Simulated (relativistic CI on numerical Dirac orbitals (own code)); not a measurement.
**Crystal-field levels of Pt⁵⁺, 5d5**

Calculated by Dirac-Coulomb-Breit CI, separate exchange-only KLI orbitals for each configuration, model QED, valence Slater integrals scaled by 0.85, one configuration in a parametric crystal field (own radial code).

Field parameters in Wybourne normalisation: Oh B⁴₀ = 21Dq, B⁴₄ = √(5/14) B⁴₀. The field is a parameter set, without covalency.

S and J are read from ⟨S²⟩ = S(S + 1) and ⟨J²⟩ = J(J + 1) of each level; they are not fictitious spins.

Oh, 10Dq = 10000 cm⁻¹, the lowest 16 levels:

| E (cm⁻¹) | Degeneracy | Irrep | S | J |
| --- | --- | --- | --- | --- |
| 0.0 | 2 | Γ7 | 2.19 | 2.61 |
| 567 | 4 | Γ8 | 2.29 | 2.56 |
| 11195 | 2 | Γ7 | 1.36 | 3.14 |
| 16859 | 4 | Γ8 | 1.38 | 3.00 |
| 19334 | 4 | Γ8 | 1.37 | 3.90 |
| 21451 | 2 | Γ6 | 1.44 | 3.12 |
| 21783 | 2 | Γ7 | 1.40 | 3.51 |
| 21847 | 4 | Γ8 | 1.37 | 3.78 |
| 23754 | 4 | Γ8 | 1.28 | 4.44 |
| 24650 | 2 | Γ6 | 1.41 | 4.56 |
| 25119 | 2 | Γ7 | 1.16 | 4.96 |
| 25519 | 4 | Γ8 | 1.26 | 4.41 |
| 26964 | 2 | Γ6 | 1.24 | 4.39 |
| 27455 | 4 | Γ8 | 1.24 | 3.98 |
| 27839 | 4 | Γ8 | 1.32 | 4.24 |
| 28626 | 4 | Γ8 | 1.34 | 3.81 |

Principal g values of the ground doublet: 3.06, 3.06, 3.06.

Oh, 10Dq = 18000 cm⁻¹, the lowest 10 levels:

```
E (cm⁻¹)  Degeneracy  Irrep     S     J
     0.0           2     Γ7  1.49  3.27
    3592           4     Γ8  2.14  2.79
    8708           2     Γ7  1.92  3.16
   14172           4     Γ8  1.07  3.87
   16510           4     Γ8  1.54  3.55
   19438           2     Γ6  1.46  3.06
   20064           4     Γ8  1.48  3.81
   21299           2     Γ7  1.43  3.53
   23324           2     Γ6  1.43  4.12
   23709           4     Γ8  1.14  4.43
```

Principal g values of the ground doublet: 2.54, 2.54, 2.54.

Oh, 10Dq = 25950 cm⁻¹, the lowest 10 levels:

| E (cm⁻¹) | Degeneracy | Irrep | S | J |
| --- | --- | --- | --- | --- |
| 0.0 | 2 | Γ7 | 0.90 | 3.87 |
| 9701 | 4 | Γ8 | 1.47 | 3.67 |
| 14182 | 4 | Γ8 | 1.39 | 3.75 |
| 15516 | 2 | Γ7 | 2.04 | 3.12 |
| 21018 | 4 | Γ8 | 1.53 | 3.41 |
| 23097 | 2 | Γ6 | 1.47 | 3.09 |
| 24999 | 4 | Γ8 | 1.68 | 3.77 |
| 26335 | 2 | Γ7 | 1.45 | 3.54 |
| 27130 | 2 | Γ6 | 1.45 | 3.93 |
| 27718 | 4 | Γ8 | 1.33 | 3.84 |

Principal g values of the ground doublet: 2.27, 2.27, 2.27.

Oh, 10Dq = 33950 cm⁻¹, the lowest 10 levels:

| E (cm⁻¹) | Degeneracy | Irrep | S | J |
| --- | --- | --- | --- | --- |
| 0.0 | 2 | Γ7 | 0.71 | 4.12 |
| 10711 | 4 | Γ8 | 0.73 | 4.25 |
| 20815 | 4 | Γ8 | 1.63 | 3.52 |
| 24136 | 2 | Γ7 | 1.80 | 3.42 |
| 27314 | 4 | Γ8 | 1.49 | 3.44 |
| 29084 | 2 | Γ6 | 1.47 | 3.12 |
| 32760 | 4 | Γ8 | 1.46 | 3.86 |
| 33147 | 2 | Γ6 | 1.45 | 3.83 |
| 33257 | 2 | Γ7 | 1.31 | 3.62 |
| 33802 | 4 | Γ8 | 1.36 | 3.76 |

Principal g values of the ground doublet: 2.22, 2.22, 2.22.

Oh, 10Dq = 41950 cm⁻¹, the lowest 10 levels:

```
E (cm⁻¹)  Degeneracy  Irrep     S     J
     0.0           2     Γ7  0.63  4.24
   10471           4     Γ8  0.61  4.30
   28561           4     Γ8  1.54  3.68
   32106           2     Γ7  1.63  3.60
   34189           4     Γ8  1.48  3.48
   35877           2     Γ6  1.48  3.15
   39939           2     Γ6  1.45  3.77
   40201           4     Γ8  1.35  3.81
   40431           2     Γ7  1.27  3.61
   40681           4     Γ8  1.36  3.73
```

Principal g values of the ground doublet: 2.19, 2.19, 2.19.

The free-ion ground term has S = 5/2. The field overcomes the spin-pairing energy for Oh, 10Dq = 18000 cm⁻¹; Oh, 10Dq = 25950 cm⁻¹; Oh, 10Dq = 33950 cm⁻¹; Oh, 10Dq = 41950 cm⁻¹, where the ground state has lower spin; these fields are assumed values.

Levels of this model without a field, named by their leading LS term: 6S_5/2 0, 4G_5/2 18126, 4G_7/2 24598, 4D_3/2 25736, 4G_11/2 25890, 4G_5/2 26888, 4G_9/2 27310, 4P_1/2 29615 cm⁻¹.
